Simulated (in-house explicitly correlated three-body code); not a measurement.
Computed with an exponentially correlated three-body code. Model: two electrons around a point charge, non-relativistic, variational in 260 exponentially correlated functions (energies converged to about 1e-7 hartree, or 1e-8 relative for large Z).

Command:
```bash
python run_hyl.py task.json out
```
Settings (lengths in bohr, energies in hartree):
```
Z                      26
screening              15.6
interaction_strength   1
functions              260
states_tried           1
```

Time taken, with all properties: 18 s on 1 thread of AMD EPYC 7R43 64-Core Processor (Zen 3) (shared host).

**Ground state only, binding against the one-electron ion.**

Given: nuclear charge 26; Yukawa screening of all interactions 15.6 1/bohr.

Computed: one-electron threshold -71.7478735 hartree.

```tsv
term	energy (hartree)	binding (eV)
1 1S	-138.872164	1826.5
```

**Converged states only, values per electron or pair (inverse distances are <exp(-kr)/r>).**

```tsv
term	mean r (bohr)	mean r squared (bohr²)	mean inverse r (1/bohr)	mean r12 (bohr)	mean inverse r12 (1/bohr)	mean cosine	mean p1 dot p2 (bohr⁻²)	delta r1 (bohr⁻³)	delta r12 (bohr⁻³)
1 1S	0.07715	0.0084581	11.21	0.11427	4.523	-0.0038399	1.627	3596.4	345.83
```

**Static dipole response.**

| state | polarisability (bohr³) |
| --- | --- |
| 1 1S | 8.109e-05 |
